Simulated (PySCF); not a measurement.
C2H6BrSb (SMILES [CH3][Sb]([CH3])[Br]), singlet, at a GFN2-xTB geometry (core potentials on Sb); DF-CAMB3LYP/def2-TZVPPD in PySCF.

PySCF was given this input:
```python
from pyscf import gto, scf, dft

mol = gto.Mole()
mol.atom = '''
    Sb   -0.00608926    0.55081153    0.68355677
    Br    0.05888987   -1.56807122   -0.69551451
    C     1.47776842    1.51934793   -0.57041632
    H     2.46051268    1.10694516   -0.36995514
    H     1.48726688    2.57959882   -0.34512616
    H     1.23290092    1.37330307   -1.61751487
    C    -1.66253373    1.35512463   -0.46605926
    H    -2.58152019    0.84327013   -0.20240065
    H    -1.47364990    1.23176296   -1.52757204
    H    -1.76751168    2.40938893   -0.23696488
'''
mol.basis = 'def2-tzvppd'
mol.ecp = {'Sb': 'def2-tzvppd'}
mol.verbose = 4
mol.max_memory = 1800
mol.build()

mf = dft.RKS(mol)
mf.xc = 'camb3lyp'
mf = mf.density_fit(auxbasis='def2-universal-jkfit')
mf.kernel()
```

The log (banner, timings and long lists left out):

```
PySCF version 2.14.0

[INPUT] verbose = 4
[INPUT] num. atoms = 10
[INPUT] num. electrons = 76
[INPUT] charge = 0
[INPUT] spin (= nelec alpha-beta = 2S) = 0
[INPUT] symmetry False subgroup None
[INPUT] Mole.unit = angstrom
[INPUT] Symbol           X                Y                Z      unit          X                Y                Z       unit  Magmom
[...]
nuclear repulsion = 389.848580057869
number of shells = 105
number of NR pGTOs = 427
number of NR cGTOs = 289
basis = def2-tzvppd
ecp = {'Sb': 'def2-tzvppd'}

******** <class 'pyscf.df.df_jk.DFRKS'> ********
method = DFRKS
initial guess = minao
damping factor = 0
level_shift factor = 0
DIIS = <class 'pyscf.scf.diis.CDIIS'>
diis_start_cycle = 1
diis_space = 8
diis_damp = 0
SCF conv_tol = 1e-09
SCF conv_tol_grad = None
SCF max_cycles = 50
direct_scf = False
XC library pyscf.dft.libxc version 7.1.2
    S. Lehtola, C. Steigemann, M. J. T. Oliveira, and M. A. L. Marques,  SoftwareX 7, 1–5 (2018)
XC functionals = camb3lyp
    T. Yanai, D. P. Tew, and N. C. Handy,  Chem. Phys. Lett. 393, 51 (2004)
radial grids:
    Treutler-Ahlrichs [JCP 102, 346 (1995); DOI:10.1063/1.469408] (M4) radial grids

becke partition: Becke, JCP 88, 2547 (1988); DOI:10.1063/1.454033
pruning grids: <function nwchem_prune>
grids dens level: 3
symmetrized grids: False
atomic radii adjust function: <function treutler_atomic_radii_adjust>
small_rho_cutoff = 0
Set gradient conv threshold to 3.16228e-05
Initial guess from minao.
tot grids = 129472
******** <class 'pyscf.df.df.DF'> ********
auxbasis = def2-universal-jkfit
Create RSH-DF object <pyscf.df.df.DF object> for omega=0.33
******** <class 'pyscf.df.df.DF'> ********
auxbasis = auxmol.basis = def2-universal-jkfit
init E= -2854.77459046394
[...]
cycle= 1 E= -2892.66251667778  delta_E= -37.9  |g|= 2.99  |ddm|= 16.9
[...]
cycle= 2 E= -2891.15218373039  delta_E= 1.51  |g|= 3.63  |ddm|= 27.6
[...]
cycle= 3 E= -2894.30972770231  delta_E= -3.16  |g|= 0.432  |ddm|= 26.4
[...]
cycle= 4 E= -2894.36025769696  delta_E= -0.0505  |g|= 0.251  |ddm|= 0.806
[...]
cycle= 5 E= -2894.37514085845  delta_E= -0.0149  |g|= 0.0485  |ddm|= 0.289
[...]
cycle= 6 E= -2894.37552510982  delta_E= -0.000384  |g|= 0.0156  |ddm|= 0.0595
[...]
cycle= 7 E= -2894.37557353952  delta_E= -4.84e-05  |g|= 0.00302  |ddm|= 0.0286
[...]
cycle= 8 E= -2894.37557664374  delta_E= -3.1e-06  |g|= 0.00178  |ddm|= 0.00748
[...]
cycle= 9 E= -2894.37557742661  delta_E= -7.83e-07  |g|= 0.000365  |ddm|= 0.00239
[...]
cycle= 10 E= -2894.37557748569  delta_E= -5.91e-08  |g|= 0.000127  |ddm|= 0.000904
[...]
cycle= 11 E= -2894.37557749192  delta_E= -6.23e-09  |g|= 4.15e-05  |ddm|= 0.000285
[...]
cycle= 12 E= -2894.37557749256  delta_E= -6.41e-10  |g|= 1.11e-05  |ddm|= 9.13e-05
[...]
Extra cycle  E= -2894.37557749262  delta_E= -5.73e-11  |g|= 8.95e-06  |ddm|= 3.8e-05
converged SCF energy = -2894.37557749262
```
